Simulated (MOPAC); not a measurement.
Input file for MOPAC: AM1 on CH5ClGe (SMILES [CH3][GeH2][Cl]), a point of a torsion scan.

```
AM1 1SCF PRECISE CHARGE=0 THREADS=1
CH5ClGe

C     -1.06924874 1     0.14971737 1     0.03925786 1
Ge     0.86153572 1    -0.26254069 1    -0.04424010 1
Cl     1.12245073 1    -2.05618138 1    -1.10996565 1
H     -1.48415014 1    -0.14287864 1     1.00050644 1
H     -1.60236447 1    -0.38336250 1    -0.74319248 1
H     -1.24356770 1     1.21416644 1    -0.09085823 1
H      1.65740686 1     0.79686533 1    -0.77350090 1
H      1.49123094 1    -0.44886003 1     1.31738149 1
```

Program output:

```
*******************************************************************************
 **                                                                           **
 **                              MOPAC v23.2.5                                **
 **                                                                           **
 *******************************************************************************
 ** MOPAC's Digital Object Identifier: https://doi.org/10.5281/zenodo.6511958 **
 **                                                                           **
 ** Please cite the open-source release paper for use of this MOPAC version:  **
 ** J. E. Moussa and J. J. P. Stewart (2026)                                  **
 ** MOPAC: An open-source semiempirical molecular orbital program             **
 ** J. Open Source Softw., 11(119), 8025, https://doi.org/10.21105/joss.08025 **
 *******************************************************************************

                              AM1 CALCULATION RESULTS

 *******************************************************************************
 *  AM1        - The AM1 Hamiltonian to be used
 *
 *
 *
 *                 CHARGE ON SYSTEM = 0
 *
 *
 *
 *  PRECISE    - TIGHTER CRITERIA TO BE USED
 *  1SCF       - DO 1 SCF AND THEN STOP
 *  THREADS=1  - MULTI-THREADING NOT USED
 *  T=         - A TIME OF 172800.0 SECONDS REQUESTED
 *  DUMP=N     - RESTART FILE WRITTEN EVERY 7200.0 SECONDS REQUESTED
 *******************************************************************************
AM1 1SCF PRECISE CHARGE=0 THREADS=1
 CH5ClGe

   ATOM   CHEMICAL          X               Y               Z
  NUMBER   SYMBOL      (ANGSTROMS)     (ANGSTROMS)     (ANGSTROMS)

     1       C         -1.06924874  *   0.14971737  *   0.03925786  *
     2      Ge          0.86153572  *  -0.26254069  *  -0.04424010  *
     3      Cl          1.12245073  *  -2.05618138  *  -1.10996565  *
     4       H         -1.48415014  *  -0.14287864  *   1.00050644  *
     5       H         -1.60236447  *  -0.38336250  *  -0.74319248  *
     6       H         -1.24356770  *   1.21416644  *  -0.09085823  *
     7       H          1.65740686  *   0.79686533  *  -0.77350090  *
     8       H          1.49123094  *  -0.44886003  *   1.31738149  *



          CARTESIAN COORDINATES

    NO.       ATOM           X           Y           Z

     1         C         -1.0692      0.1497      0.0393
     2        Ge          0.8615     -0.2625     -0.0442
     3        Cl          1.1225     -2.0562     -1.1100
     4         H         -1.4842     -0.1429      1.0005
     5         H         -1.6024     -0.3834     -0.7432
     6         H         -1.2436      1.2142     -0.0909
     7         H          1.6574      0.7969     -0.7735
     8         H          1.4912     -0.4489      1.3174

  H: (AM1): M.J.S. DEWAR ET AL, J. AM. CHEM. SOC. 107 3902-3909 (1985)
  C: (AM1): M.J.S. DEWAR ET AL, J. AM. CHEM. SOC. 107 3902-3909 (1985)
 Cl: (AM1): M.J.S. DEWAR AND E. G. ZOEBISCH, THEOCHEM, 180, 1 (1988).
 Ge: (AM1): M.J.S.Dewar and C.Jie, Organometallics, 8, 1544, (1989)

           Empirical Formula: C H5 Ge Cl  =     8 atoms



      MOLECULAR POINT GROUP   :   C1


      RHF CALCULATION, NO. OF DOUBLY OCCUPIED LEVELS = 10


 -------------------------------------------------------------------------------
 AM1 1SCF PRECISE CHARGE=0 THREADS=1
 CH5ClGe



     1SCF WAS SPECIFIED, SO BFGS WAS NOT USED
     SCF FIELD WAS ACHIEVED


                              AM1 CALCULATION
                                                       MOPAC v23.2.5 Linux




          FINAL HEAT OF FORMATION =        -29.01306 KCAL/MOL =    -121.39065 KJ/MOL


          COSMO AREA              =        114.49 SQUARE ANGSTROMS
          COSMO VOLUME            =        103.73 CUBIC ANGSTROMS

          IONIZATION POTENTIAL    =         11.206517 EV
          HOMO LUMO ENERGIES (EV) =        -11.207 -0.489
          NO. OF FILLED LEVELS    =         10
          MOLECULAR WEIGHT        =        125.0935         POINT GROUP:  C1

          MOLECULAR DIMENSIONS (Angstroms)

            Atom       Atom       Distance
            H     6   Cl     3     4.16315
            H     8    H     5     3.48095
            H     4    H     7     3.21544


          SCF CALCULATIONS        =          1





   ATOM   CHEMICAL          X               Y               Z
  NUMBER   SYMBOL      (ANGSTROMS)     (ANGSTROMS)     (ANGSTROMS)

     1       C         -1.06924874  *   0.14971737  *   0.03925786  *
     2      Ge          0.86153572  *  -0.26254069  *  -0.04424010  *
     3      Cl          1.12245073  *  -2.05618138  *  -1.10996565  *
     4       H         -1.48415014  *  -0.14287864  *   1.00050644  *
     5       H         -1.60236447  *  -0.38336250  *  -0.74319248  *
     6       H         -1.24356770  *   1.21416644  *  -0.09085823  *
     7       H          1.65740686  *   0.79686533  *  -0.77350090  *
     8       H          1.49123094  *  -0.44886003  *   1.31738149  *

                             CARTESIAN COORDINATES

   1    C       -1.069248740     0.149717370     0.039257860
   2   Ge        0.861535720    -0.262540690    -0.044240100
   3   Cl        1.122450730    -2.056181380    -1.109965650
   4    H       -1.484150140    -0.142878640     1.000506440
   5    H       -1.602364470    -0.383362500    -0.743192480
   6    H       -1.243567700     1.214166440    -0.090858230
   7    H        1.657406860     0.796865330    -0.773500900
   8    H        1.491230940    -0.448860030     1.317381490


           Empirical Formula: C H5 Ge Cl  =     8 atoms



      MOLECULAR POINT GROUP   :   C1


                  EIGENVALUES
 -36.34168 -29.32014 -15.58214 -14.30280 -14.13556 -13.09569 -12.82006 -12.66834
 -11.28498 -11.20652  -0.48864   0.41783   0.49222   1.68884   4.25158   4.29362
   4.98147


              NET ATOMIC CHARGES AND DIPOLE CONTRIBUTIONS

  ATOM NO.   TYPE          CHARGE      No. of ELECS.   s-Pop       p-Pop
    1          C          -0.425277        4.4253     1.25606     3.16922
    2         Ge           0.696377        3.3036     0.86822     2.43540
    3         Cl          -0.336963        7.3370     1.98157     5.35539
    4          H           0.084174        0.9158     0.91583
    5          H           0.091263        0.9087     0.90874
    6          H           0.082902        0.9171     0.91710
    7          H          -0.096314        1.0963     1.09631
    8          H          -0.096160        1.0962     1.09616
 DIPOLE           X         Y         Z       TOTAL
 POINT-CHG.    -0.004     2.240     1.360     2.621
 HYBRID        -0.539    -0.206    -0.166     0.600
 SUM           -0.543     2.034     1.195     2.421


          ATOMIC ORBITAL ELECTRON POPULATIONS

     Atom    s        px        py        pz
    1  C   1.25606   1.07826   1.04437   1.04658
    2 Ge   0.86822   0.85483   0.73615   0.84442
    3 Cl   1.98157   1.97465   1.54874   1.83199
    4  H   0.91583
    5  H   0.90874
    6  H   0.91710
    7  H   1.09631
    8  H   1.09616

 **********************
 *                    *
 * JOB ENDED NORMALLY *
 *                    *
 **********************




 == MOPAC DONE ==
```

The run finished.

Cost: roughly 0.04 core-seconds.
